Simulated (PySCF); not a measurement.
C2H6Ge2O.
Bonds: C1–C2 (triple), C2–Ge3, Ge3–O4, O4–Ge5. Hydrogens: H6 on C1; H7, H8 on Ge3; H9, H10, H11 on Ge5.

A GFN2-xTB structure with every atom displaced at random (by about 0.01 Å) was refined with PySCF 2.14.0, PBE0-D3(BJ)/def2-SVP geometry optimisation, gas phase. Values at the start:

```tsv
coordinate	start
C1≡C2	1.203 Å
C1–H6	1.063 Å
C2–Ge3	1.911 Å
Ge3–O4	1.703 Å
Ge3–H7	1.494 Å
O4–Ge5	1.756 Å
Ge5–H9	1.522 Å
C1–C2–Ge3	177.9°
C2–Ge3–O4	108.7°
Ge3–O4–Ge5	144.6°
C2–Ge3–O4–Ge5	47°
```

Question: How do these coordinates change at the PBE0-D3(BJ)/def2-SVP level?

Answer: 
| coordinate | PBE0-D3(BJ)/def2-SVP (Å or °) | change |
| --- | --- | --- |
| Ge3–O4 | 1.769 | +0.066 |
| Ge3–H7 | 1.537 | +0.043 |
| O4–Ge5 | 1.782 | +0.026 |
| Ge5–H9 | 1.540 | +0.018 |
| C1≡C2 | 1.217 | +0.014 |
| C1–H6 | 1.076 | +0.013 |
| C2–Ge3 | 1.907 | -0.004 |
| Ge3–O4–Ge5 | 130.0 | -14.6 |
| C2–Ge3–O4 | 108.4 | -0.3 |
| C1–C2–Ge3 | 178.2 | +0.3 |
| C2–Ge3–O4–Ge5 | 29 | -18 |

The energy falls by 0.189 eV over 12 energy and gradient evaluations, the largest force component goes from 0.0266 to 1.7e-04 Eh/bohr, and the atoms move by 0.322 Å rms after alignment. The bond that changes most is Ge3–O4 (ends: germanium bonded to C, O and 2 H; oxygen bonded to 2 Ge), which lengthens by 0.066 Å. Bonds longer at the end by more than 0.005 Å: 9 of 10; shorter: 0. Among the dihedrals that turn most is C2–Ge3–O4–Ge5, from 47° to 29°. Rotational constants go from 3537, 932.0, 755.5 to 3144, 1053, 809.2 MHz.

The run used 136 basis functions and 87 SCF cycles in all. Hardware: one thread of an Arm Neoverse V1, shared host with 32 logical CPUs at a one-minute load of 35. Cost: 2.2 min wall, 0.57 GiB resident at most.

No PBE0-D3(BJ)/def2-SVP frequencies stand behind this structure, so it isn't proved a minimum. One conformer, not necessarily the lowest.
